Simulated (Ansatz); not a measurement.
`C[S][Cu-][P+](F)(F)F` at its PBE0-D4/def2-TZVP geometry, where that method's forces vanish. Charge 0, multiplicity 1.

```xyz
10

C     1.4252   -1.4817    1.5547
S    -0.3880   -1.5046    1.3678
Cu   -0.7960   -0.0155   -0.0968
P    -1.2867    1.4822   -1.5461
F    -2.6606    2.1879   -1.4313
F    -1.3281    1.0974   -3.0469
F    -0.3600    2.7207   -1.6337
H     1.6814   -2.2376    2.2981
H     1.9308   -1.7330    0.6228
H     1.7820   -0.5158    1.9114
```

(1) What forces (eV/Å) does B3LYP-D4/def2-TZVPP give on these atoms in Ansatz 0.2.0? (Estimate.)

## Answers

(1) The calculation gave: 
```
C1   0.345 -0.019  0.060
S2  -0.269 -0.113  0.074
Cu3 -0.008  0.003 -0.003
P4   0.069 -0.228  0.219
F5  -0.340  0.161  0.037
F6  -0.008 -0.104 -0.364
F7   0.236  0.293 -0.013
H8  -0.001  0.045 -0.042
H9  -0.017  0.022  0.059
H10 -0.007 -0.060 -0.027
```

B3LYP here is the variant with VWN-RPA as its local correlation; programs differ in this.
